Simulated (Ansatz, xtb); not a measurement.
Relative energy of two isomers of C4H6Br2

Structure a: `C=C(CBr)CBr`, a singlet. Structure b: `C/C(Br)=C/CBr`, a singlet. Both are isolated molecules in the gas phase, relaxed with PBE0-D3(BJ)/def2-SVP; the shapes shown needn't be the lowest conformers.

a (Å):

```json
{"atom": "C", "x (Å)": "-1.4006", "y (Å)": "1.3277", "z (Å)": "-1.3469"}
{"atom": "C", "x (Å)": "-1.1035", "y (Å)": "0.0226", "z (Å)": "-1.3216"}
{"atom": "C", "x (Å)": "0.1490", "y (Å)": "-0.4755", "z (Å)": "-0.6823"}
{"atom": "C", "x (Å)": "-2.0116", "y (Å)": "-0.9917", "z (Å)": "-1.9315"}
{"atom": "Br", "x (Å)": "-0.2303", "y (Å)": "-1.5704", "z (Å)": "0.8976"}
{"atom": "Br", "x (Å)": "-1.1825", "y (Å)": "-1.8721", "z (Å)": "-3.4730"}
{"atom": "H", "x (Å)": "-2.3036", "y (Å)": "1.6955", "z (Å)": "-1.8410"}
{"atom": "H", "x (Å)": "-0.7499", "y (Å)": "2.0680", "z (Å)": "-0.8742"}
{"atom": "H", "x (Å)": "0.7119", "y (Å)": "-1.1325", "z (Å)": "-1.3588"}
{"atom": "H", "x (Å)": "0.7891", "y (Å)": "0.3452", "z (Å)": "-0.3402"}
{"atom": "H", "x (Å)": "-2.2403", "y (Å)": "-1.8020", "z (Å)": "-1.2264"}
{"atom": "H", "x (Å)": "-2.9409", "y (Å)": "-0.5421", "z (Å)": "-2.2983"}
```

b (Å):

```yaml
atoms:
  - { symbol: C, position_ang: [0.0035, 1.0400, -2.2527] }
  - { symbol: C, position_ang: [-0.4840, 0.4255, -0.9867] }
  - { symbol: C, position_ang: [0.2812, 0.1150, 0.0674] }
  - { symbol: C, position_ang: [-0.1571, -0.5012, 1.3369] }
  - { symbol: Br, position_ang: [-2.3537, 0.0897, -0.9740] }
  - { symbol: Br, position_ang: [0.4450, -2.3668, 1.4581] }
  - { symbol: H, position_ang: [-0.4985, 2.0015, -2.4429] }
  - { symbol: H, position_ang: [-0.2124, 0.3849, -3.1113] }
  - { symbol: H, position_ang: [1.0886, 1.2096, -2.2014] }
  - { symbol: H, position_ang: [1.3519, 0.3251, -0.0341] }
  - { symbol: H, position_ang: [0.2861, -0.0058, 2.2096] }
  - { symbol: H, position_ang: [-1.2483, -0.5280, 1.4341] }
```

Question: Estimate E(b) − E(a) at the level CCSD(T)/def2-SVP + ΔMP2/def2-TZVPP.

Answer: Too close to call at this level: CCSD(T)/def2-SVP + ΔMP2/def2-TZVPP gives E(b) − E(a) = −0.036 eV.

The same difference at several levels:

```csv
level,geometry,E(b) − E(a) (eV),departure from the last row (eV),"job, with rough time for the two"
GFN2-xTB,GFN2-xTB,−0.144,−0.108,"optimisation, 0.12 s"
HF/STO-3G,GFN2-xTB,−0.226,−0.191,"single point, 0.5 s"
r2SCAN-D4/def2-SVP,GFN2-xTB,−0.128,−0.092,"single point, 4.2 s"
PBE0-D3(BJ)/def2-SVP,PBE0-D3(BJ)/def2-SVP,−0.100,−0.064,"optimisation, 59 s"
HF/def2-SVP,PBE0-D3(BJ)/def2-SVP,+0.005,+0.041,part of the CCSD(T) run
MP2/def2-SVP,PBE0-D3(BJ)/def2-SVP,−0.079,−0.044,part of the CCSD(T) run
CCSD(T)/def2-SVP,PBE0-D3(BJ)/def2-SVP,−0.048,−0.013,single point
CCSD(T)/def2-SVP + ΔMP2/def2-TZVPP,PBE0-D3(BJ)/def2-SVP,−0.036,,"single point, 1.8 min"
```

As drawn, both hold the same kinds of bond in the same numbers. Structure a has 0 methyl groups, b 1.

The largest departure from CCSD(T)/def2-SVP + ΔMP2/def2-TZVPP is that of HF/STO-3G, 0.191 eV. The last row adds to CCSD(T) the change of the MP2 difference between the two basis sets, here +0.013 eV.

With thermal terms from frequencies at re-optimised GFN2-xTB minima (ideal gas, soft modes damped towards free rotors, one conformer each, 298.15 K, 1 atm): on the last row, ΔE + ΔZPE = −0.043, ΔH = −0.035, ΔG = −0.063 eV.

The correlated steps freeze 22 core orbitals; the filled d shell of Br is correlated, in a basis made for valence electrons. Codes used: Ansatz 0.2.0, xtb 6.7.1; the last row on 4 threads of Arm Neoverse V2 on a shared host.
